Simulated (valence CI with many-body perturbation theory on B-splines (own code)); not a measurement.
Energy levels of Te³⁷⁺

Calculated by configuration interaction combined with many-body perturbation theory (CI+MBPT): five valence electrons over a frozen Dirac-Fock core [Ne], radial functions for each j: 9 s, 9 p, 8 d, 6 f, 3 g, 1 h, with the one-electron correlation potential Σ1 (screened to all orders), the two-electron term Σ2, the three-electron term Σ3, Breit, model QED; selected single and double excitations, second order for the rest (own B-spline code, finite nucleus).

The last digits are not significant, and no measured levels were compared; by estimate large intervals hold to a few tenths of a per cent, small ones and those within an open d or f shell to about a per cent. Among the levels kept, up to 530 cm⁻¹ of a level comes from second order outside the variational space, and about a tenth of that is noise between levels of different J, which matters for small intervals.

Levels 1 to 45 of 52, with energies above the lowest level, (3s^2 3p1/2^2 3p3/2) J=3/2. "Leading %" is the weight of the configuration and term that name the level; weights of strongly mixed levels are sums over their largest components and can fall short. In the jj column 3d3/2^4 stands for four electrons in 3d with j = 3/2. Lifetimes count E1, E2, E3, M1 and M2 decay at the calculated energies, and are blank where another channel may lead or the interval is too uncertain; long ones can be off by a factor of two.

```
No.  Configuration  Term    J  E (eV)  Leading %  Lifetime  Second component                     Leading jj
  1         3s²3p³   ²P°  3/2    0.00         43             32 % 3s²3p³ ⁴S°      3s^2 3p1/2^2 3p3/2 (97 %)
  2         3s²3p³   ⁴S°  3/2   58.64         51    456 ns   46 % 3s²3p³ ²D°      3s^2 3p1/2 3p3/2^2 (97 %)
  3         3s²3p³   ²D°  5/2   66.40         98   2.42 μs                        3s^2 3p1/2 3p3/2^2 (98 %)
  4         3s²3p³   ²P°  1/2   75.96         98    556 ns                        3s^2 3p1/2 3p3/2^2 (98 %)
  5         3s²3p³   ²P°  3/2  135.58         54    201 ns   28 % 3s²3p³ ²D°            3s^2 3p3/2^3 (97 %)
  6       3s²3p²3d    ⁴F  3/2  143.90         36    969 ps  24 % 3s²3p²3d ²D      3s^2 3p1/2^2 3d3/2 (92 %)
  7          3s3p⁴    ⁴P  5/2  153.46         53    210 ps     15 % 3s3p⁴ ²D      3s 3p1/2^2 3p3/2^2 (67 %)
  8       3s²3p²3d    ⁴F  5/2  171.96         23   13.9 ps  21 % 3s²3p²3d ⁴D      3s^2 3p1/2^2 3d5/2 (64 %)
  9          3s3p⁴    ²S  1/2  178.29         44   15.5 ps     38 % 3s3p⁴ ⁴P      3s 3p1/2^2 3p3/2^2 (80 %)
 10          3s3p⁴    ²D  3/2  179.73         26   9.65 ps     24 % 3s3p⁴ ⁴P      3s 3p1/2^2 3p3/2^2 (66 %)
 11       3s²3p²3d    ²F  5/2  202.63         47    604 ps  42 % 3s²3p²3d ⁴F  3s^2 3p1/2 3p3/2 3d3/2 (96 %)
 12       3s²3p²3d    ⁴D  3/2  203.11         29   58.1 ps  28 % 3s²3p²3d ⁴F  3s^2 3p1/2 3p3/2 3d3/2 (90 %)
 13       3s²3p²3d    ⁴D  1/2  203.88         75    273 ps  15 % 3s²3p²3d ²P  3s^2 3p1/2 3p3/2 3d3/2 (96 %)
 14       3s²3p²3d    ²G  7/2  209.89         37   11.0 ns  31 % 3s²3p²3d ⁴F  3s^2 3p1/2 3p3/2 3d3/2 (89 %)
 15          3s3p⁴    ⁴P  3/2  212.75         37    327 ps  24 % 3s²3p²3d ²P  3s^2 3p1/2 3p3/2 3d5/2 (52 %)
 16       3s²3p²3d    ⁴D  7/2  218.04         47   5.46 ns  35 % 3s²3p²3d ⁴F  3s^2 3p1/2 3p3/2 3d5/2 (98 %)
 17       3s²3p²3d    ²D  5/2  219.67         24    342 ps     23 % 3s3p⁴ ²D  3s^2 3p1/2 3p3/2 3d5/2 (66 %)
 18       3s²3p²3d    ²G  9/2  226.00         52            47 % 3s²3p²3d ⁴F  3s^2 3p1/2 3p3/2 3d5/2 (97 %)
 19       3s²3p²3d    ⁴P  5/2  227.94         40   2.59 ps  14 % 3s²3p²3d ²F  3s^2 3p1/2 3p3/2 3d3/2 (58 %)
 20       3s²3p²3d    ²P  1/2  231.51         36   2.51 ps  32 % 3s²3p²3d ⁴P  3s^2 3p1/2 3p3/2 3d3/2 (65 %)
 21       3s²3p²3d    ⁴P  3/2  232.62         23   1.56 ps  21 % 3s²3p²3d ²D  3s^2 3p1/2 3p3/2 3d3/2 (71 %)
 22       3s²3p²3d    ⁴D  3/2  236.58         27   8.43 ps     21 % 3s3p⁴ ²D        3s 3p1/2 3p3/2^3 (42 %)
 23       3s²3p²3d    ²G  7/2  240.67         38   10.9 ps  37 % 3s²3p²3d ²F  3s^2 3p1/2 3p3/2 3d5/2 (80 %)
 24       3s²3p²3d    ²S  1/2  241.67         35   4.47 ps     19 % 3s3p⁴ ⁴P  3s^2 3p1/2 3p3/2 3d5/2 (44 %)
 25       3s²3p²3d    ²F  5/2  241.79         27   4.50 ps  26 % 3s²3p²3d ⁴D  3s^2 3p1/2 3p3/2 3d5/2 (38 %)
 26       3s²3p²3d    ²D  3/2  248.75         48   5.99 ps  27 % 3s²3p²3d ²P  3s^2 3p1/2 3p3/2 3d5/2 (79 %)
 27       3s²3p²3d    ²D  5/2  250.01         29   3.58 ps     29 % 3s3p⁴ ²D  3s^2 3p1/2 3p3/2 3d5/2 (55 %)
 28          3s3p⁴    ²P  3/2  258.85         42   2.84 ps     14 % 3s3p⁴ ²D        3s 3p1/2 3p3/2^3 (62 %)
 29       3s²3p²3d    ²P  1/2  262.91         48   2.94 ps     20 % 3s3p⁴ ²P  3s^2 3p1/2 3p3/2 3d5/2 (40 %)
 30       3s²3p²3d    ²F  7/2  286.11         46   44.6 ps  42 % 3s²3p²3d ⁴D      3s^2 3p3/2^2 3d5/2 (93 %)
 31       3s²3p²3d    ²P  1/2  287.41         55   24.3 ps  19 % 3s²3p²3d ²S      3s^2 3p3/2^2 3d5/2 (72 %)
 32       3s²3p²3d    ⁴F  9/2  289.08         52    373 ns  47 % 3s²3p²3d ²G      3s^2 3p3/2^2 3d5/2 (96 %)
 33       3s²3p²3d    ²D  5/2  290.37         35   2.19 ps  17 % 3s²3p²3d ²F      3s^2 3p3/2^2 3d3/2 (74 %)
 34       3s²3p²3d    ²D  3/2  291.06         29   1.80 ps  24 % 3s²3p²3d ⁴P      3s^2 3p3/2^2 3d3/2 (76 %)
 35       3s²3p²3d    ⁴P  1/2  291.09         38   1.95 ps     22 % 3s3p⁴ ²P      3s^2 3p3/2^2 3d3/2 (71 %)
 36       3s²3p²3d    ²F  7/2  293.87         69   2.76 ps  23 % 3s²3p²3d ²G      3s^2 3p3/2^2 3d3/2 (84 %)
 37        3s3p³3d   ⁶D°  5/2  299.36         35   87.0 ps  20 % 3s3p³3d ⁴F°  3s 3p1/2^2 3p3/2 3d3/2 (85 %)
 38        3s3p³3d   ⁶D°  3/2  300.50         43   63.4 ps  14 % 3s3p³3d ⁴D°  3s 3p1/2^2 3p3/2 3d3/2 (86 %)
 39        3s3p³3d   ⁶D°  1/2  300.88         52    108 ps  33 % 3s3p³3d ⁴P°  3s 3p1/2^2 3p3/2 3d3/2 (85 %)
 40        3s3p³3d   ⁶D°  7/2  302.90         38    127 ps  20 % 3s3p³3d ⁴D°  3s 3p1/2^2 3p3/2 3d3/2 (67 %)
 41       3s²3p²3d    ²D  3/2  304.30         57   2.44 ps  22 % 3s²3p²3d ²P      3s^2 3p3/2^2 3d3/2 (75 %)
 42       3s²3p²3d    ²D  5/2  308.21         80    517 ps  12 % 3s²3p²3d ⁴D      3s^2 3p3/2^2 3d5/2 (96 %)
 43        3s3p³3d   ⁴F°  3/2  314.20         34   17.9 ps  11 % 3s3p³3d ²D°  3s 3p1/2^2 3p3/2 3d3/2 (60 %)
 44        3s3p³3d   ⁶D°  9/2  314.58         52    109 ps  35 % 3s3p³3d ⁴F°  3s 3p1/2^2 3p3/2 3d5/2 (88 %)
 45       3s²3p²3d    ²D  3/2  319.02         50   3.82 ps  34 % 3s²3p²3d ²P      3s^2 3p3/2^2 3d5/2 (81 %)
```

The ionisation energy to 3s²3p² ³P0 of the next ion comes out as 2554.4 eV (NIST: 2552 ± 4 eV (theoretical)). All 52 levels together are meant to be complete up to 335.54 eV.
